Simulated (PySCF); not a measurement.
A structure optimised at B3LYP-D3(BJ)/def2-SVP, used in a PySCF frequency run:

```
Sn
H 1 1.7269
H 1 1.7269 2 108.50
C 1 2.1713 2 109.62 3 -119.68
H 4 1.0995 1 110.32 2 59.49
H 4 1.0998 5 108.94 1 120.64
H 4 1.0998 5 108.94 6 118.72
C 1 2.1713 2 109.62 3 119.68
H 8 1.0995 1 110.32 2 -59.49
H 8 1.0998 9 108.94 1 120.64
H 8 1.0998 9 108.94 10 118.72
```
Charge 0, spin multiplicity 1.

Write its SMILES, formula and point group.

[CH3][SnH2][CH3], C2H8Sn, C2v

What are its rotational constants (standard atomic weights)?

9.5727, 4.5782, 3.3963 GHz
